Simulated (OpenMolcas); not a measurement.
Rh4+ among 4 point charges of -1.5 e arranged as a tetrahedron (Td).

| Quantity | Value |
| --- | --- |
| Program | OpenMolcas |
| Method | CASSCF |
| Basis | ANO-RCC-VTZP [7s6p4d2f1g] |
| Scalar Hamiltonian | DKH2, point nucleus |
| Active space | 5 electrons in 5 orbitals (4d) |
| State averaging | 2S+1 = 6 even, 1 root; 2S+1 = 4 even, 24 roots; 2S+1 = 2 even, 75 roots |
| Spin-orbit coupling | RASSI with atomic mean-field integrals over the reference wave functions |

All point charges move together. At R = 1.71 Å |10Dq| is 3819 cm-1, and at R = 1.98 Å it is 2013 cm-1.

**Question.** A third run gives 3066 cm-1. What distance was it run at?

**Answer.** With a power law R^-n the two known points give n = -ln(2013 / 3819) / ln(1.98 / 1.71) = 4.37. Then R = 1.71 × (3819 / 3066)^(1/4.37) = 1.798 Å. The run was at 1.8 Å, so the estimate is off by -0.002 Å.

Without dynamic correlation the repulsion within the d shell is too large (B by tens of per cent), so at a given field states of lower spin stand too high. Point charges give a weaker field than real ligands, and real ions of this kind are as a rule low spin; the high spin found here belongs to the model. This is an electrostatic model: the charges have no orbitals. No measured value stands beside these numbers.
